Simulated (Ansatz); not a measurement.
In₂I₄Cl₂⁺, that is (I2In-mu-Cl)2 with one electron fewer. Total charge 1; doublet. Geometry PBE-D4/def2-SVP, that of the neutral singlet; atoms count from 1.

```xyz
8

In   -1.1178    0.6916    1.3155
I    -3.7372    0.5663    0.7973
I     0.0941    1.6834    3.4818
Cl    0.0823    1.5989   -0.7709
In    1.1185   -0.6922   -1.3151
I    -0.1026   -1.6718   -3.4818
I     3.7393   -0.5781   -0.8018
Cl   -0.0766   -1.5981    0.7750
```

In the def2 sets I, In take a core potential; there is no spin–orbit coupling.

Question: Estimate the Mulliken populations from the PBE0/def2-SVP orbitals of Ansatz.

Answer: 
| atom | charge (e) | spin (α − β) |
| --- | --- | --- |
| In1 | 0.59 | -0.04 |
| I2 | 0.07 | 0.27 |
| I3 | 0.07 | 0.27 |
| Cl4 | -0.23 | 0.00 |
| In5 | 0.59 | -0.04 |
| I6 | 0.07 | 0.27 |
| I7 | 0.07 | 0.27 |
| Cl8 | -0.23 | 0.00 |
Mulliken values and Mayer orders depend strongly on the basis.

Question: Where does the spin sit?

Answer: Summed by element: In -0.07, I 1.08, Cl 0.00, of 1 unpaired in all. Largest on single atoms: I2 0.27, I6 0.27, I7 0.27.

Question: And the Mayer bond orders between bonded heavy atoms (over 0.3)?

Answer: In1–I2 1.05 (2.67 Å); In1–I3 1.05 (2.67 Å); In1–Cl4 0.58 (2.57 Å); In1–Cl8 0.58 (2.57 Å); Cl4–In5 0.58 (2.57 Å); In5–I6 1.05 (2.67 Å); In5–I7 1.05 (2.67 Å); In5–Cl8 0.58 (2.57 Å).
